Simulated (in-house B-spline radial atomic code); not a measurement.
Results of a calculation; reference values are marked as such.
# Building a PAW s channel for Rh, r_c = 3.08 bohr

Rh, [Kr] 4d8 5s1, non-relativistic PBE, spherical and spin-unpolarised, from an all-electron radial atomic-structure program (B-spline basis) (atomic units; all potentials screened as in the neutral atom).

Two all-electron partial waves φ1, φ2 are integrated outwards at E1 = ε(5s) = -0.144591 and E2 = E1 + 0.5 hartree; φ1 is the bound orbital and φ2 has unit norm inside r_c = 3.0763 bohr. Smooth partners are polynomials, r^1(a0 + a1 r² + a2 r⁴ + a3 r⁶), matched to φ and three derivatives at r_c, with no condition on the norm. The local potential is -2.19057 + (0.538363) r² + (-0.055032) r⁴ + (0.00205544) r⁶ inside 2.6363 bohr and the all-electron one outside.

```
wave     φ(r_c)     φ'(r_c)         a0            a1             a2            a3
   1  0.5786554  -0.0669999  0.3070941  -0.007579693  -0.0009598698  4.566577e-05
   2  0.2390124   -1.109117  0.9457895    -0.1153237    0.001919325  6.063793e-05
```

Inside r_c the overlaps are <φi φj> = [[0.44616, 0.62578], [0.62578, 1.00000]] and, for the smooth waves, [[0.57013, 0.96035], [0.96035, 1.89324]]. With χj = (Ej − T − V_local) applied to smooth wave j, the program's quadrature gives the matrix B_ij = <smooth i, χj> as [[0.26278, 0.78523], [0.61795, 1.87018]].

Problem. Check the match of the first wave, and find the augmentation charges q_ij.

Solution. At r_c the four terms are 0.94471, -0.22067, -0.26446, 0.11907, which sum to 0.5787, φ1(r_c) to rounding. q_ij is the all-electron overlap less the smooth one: [[-0.12398, -0.33457], [-0.33457, -0.89324]]. The smooth first wave has a norm of 0.5701 inside r_c against 0.4462, so q11 is negative and must stay small enough for the overlap operator to be positive.

Problem. B isn't symmetric. Show that D_ij = B_ij + Ej q_ij is.

Solution. Integrating by parts gives B12 − B21 = (E1 − E2) q12: 0.78523 − (0.61795) = 0.16728, and −0.5 × (-0.33457) = 0.16728. So D12 = 0.78523 + (0.355409)(-0.33457) = 0.66633 and D21 = 0.61795 + (-0.144591)(-0.33457) = 0.66633; D11 = 0.28071, D22 = 1.55271. The projectors, p = (B⁻¹)ᵀ χ, are dual to the smooth waves; det B = 0.0062.

Solving (T + V_local + Σ p D p) ψ = E (1 + Σ p q p) ψ in a sphere of 9 bohr, whose wall lifts the free-atom level a little, gives these levels:

```tsv
all-electron	one projector	two projectors
-0.143162	-0.143162	-0.143162
0.117254	0.113330	0.117252
0.484851	0.403953	0.484846
1.011460	0.619336	1.010460
1.688560	1.100120	1.331530
```

Problem. What does the second projector gain?

Solution. With one projector the errors are 0.00, -3.92, -80.90 millihartree, and the level at 0.6193 is out of step with the all-electron series: an extra state, or one far too low, so the pairing ends there; skipping it, the next levels are off by +88.7 millihartree. With two the errors are 0.00, 0.00, 0.00, -1.00 millihartree, and the level at 1.3315 is out of step with the all-electron series: an extra state, or one far too low, so the pairing ends there. The lowest eigenvalue of the overlap operator is 0.5504 with one and 0.01955 with two projectors. The smooth orbital alone needs a cutoff of 1.28 hartree for 1 millihartree of kinetic energy, against 4.15 for a norm-conserving Troullier-Martins orbital of the same radius, which is no gain while the set fails.
